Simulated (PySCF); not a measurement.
# Gas-phase thermal properties of TiOCl₂

Method: PySCF energies (xtb for GFN2) plus ideal-gas RRHO corrections (1 bar). 'Table' is the NASA 1993 thermochemical table (part measured, part estimated). S°(298 K) at PBE0/def2-TZVP differs from the NASA 1993 table for TiOCl₂ (+10 J/mol/K); whether the harmonic model or the table's entry is off was not settled. 6-31G* has spherical d functions here. All species are closed-shell singlets. The harmonic model lacks anharmonicity and excited electronic states, which grow with temperature; levels with a mode under 35 cm⁻¹ are left out. Soft modes under 120 cm⁻¹ make the harmonic entropy rough for TiOCl₂. The table's entry may be an old estimate for TiOCl₂ (not checked at source). Warning, point group unlike the PBE0 one: TiOCl₂ (GFN2-xTB, PBE/def2-SVP).

| level | point group | σ | ZPE (kJ/mol) | S°298 (J/mol/K) | Cp298 (J/mol/K) | S°1000 (J/mol/K) | H1000 − H298 (kJ/mol) |
|---|---|---|---|---|---|---|---|
| table | - | - | - | 321.0 | 72.0 | 415.4 | 55.4 |
| GFN2-xTB | Cs | 1 | 13.5 | 324.0 | 70.9 | 417.6 | 55.0 |
| HF/6-31G* | C2v | 2 | 15.7 | 322.4 | 69.1 | 414.0 | 53.9 |
| PBE/def2-SVP | Cs | 1 | 14.2 | 332.9 | 69.9 | 425.6 | 54.5 |
| PBE0/def2-TZVP | C2v | 2 | 14.4 | 331.0 | 69.6 | 423.3 | 54.3 |
σ: rotational symmetry number. Electronic degeneracy used: 1. Frequencies are unscaled.
